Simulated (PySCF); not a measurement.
**SbBr: frontier orbitals**

PW91 at R = 2.496 Å; basis Sb x2c-TZVPPall, Br x2c-TZVPPall; spin-free X2C with a Gaussian nucleus; PySCF 2.14. State: ³Σ⁻ (triplet), unpaired electrons π ↑↑. Only the outer orbitals are listed, counted within each symmetry.

| spin | orbital | occ. | ε (eV) | on Sb (%) | main shells (%) |
| --- | --- | --- | --- | --- | --- |
| α | 16σ | 1 | -19.95 | 6 | 93 Br s |
| α | 17σ | 1 | -13.74 | 85 | 85 Sb s, 9 Br p |
| α | 18σ | 1 | -8.53 | 37 | 62 Br p, 28 Sb p, 8 Sb s |
| α | 9π | 1 | -7.71 | 17 | 82 Br p, 16 Sb p |
| α | 9π | 1 | -7.71 | 17 | 82 Br p, 16 Sb p |
| α | 10π | 1 | -5.21 | 84 | 84 Sb p, 15 Br p |
| α | 10π | 1 | -5.21 | 84 | 84 Sb p, 15 Br p |
| α | 19σ | 0 | -2.65 | 75 | 69 Sb p, 24 Br p |
| α | 4δ | 0 | 3.46 | 93 | 93 Sb d |
| α | 4δ | 0 | 3.46 | 93 | 93 Sb d |
| β | 16σ | 1 | -19.82 | 5 | 94 Br s |
| β | 17σ | 1 | -12.74 | 81 | 81 Sb s, 14 Br p |
| β | 18σ | 1 | -8.22 | 39 | 61 Br p, 24 Sb p, 14 Sb s |
| β | 9π | 1 | -7.44 | 9 | 91 Br p |
| β | 9π | 1 | -7.44 | 9 | 91 Br p |
| β | 10π | 0 | -3.80 | 91 | 91 Sb p |
| β | 10π | 0 | -3.80 | 91 | 91 Sb p |
| β | 19σ | 0 | -2.13 | 78 | 73 Sb p, 21 Br p |

Problem. Which are the highest filled and the lowest empty level, where do they sit, and how wide is the gap?

Solution. Highest filled α 10π at -5.21 eV (in %: 84 Sb p, 15 Br p); lowest empty β 10π at -3.80 eV (in %: 91 Sb p); the gap at PW91 is 1.41 eV. Both belong to one degenerate shell, split only by its one-sided filling, so this is no excitation gap.

```
bond order (Mayer)                               : 1.17
⟨S²⟩                                             : 2.003
charge on Sb (Mulliken, basis-dependent)         : 0.27
charge on Sb (Löwdin, basis-dependent)           : 0.11
dipole moment (positive dipole means Sb(−)Br(+)) : -1.65 D
```

Spin–orbit coupling is left out. The state was picked by a PBE0 search and need not be the measured ground state.
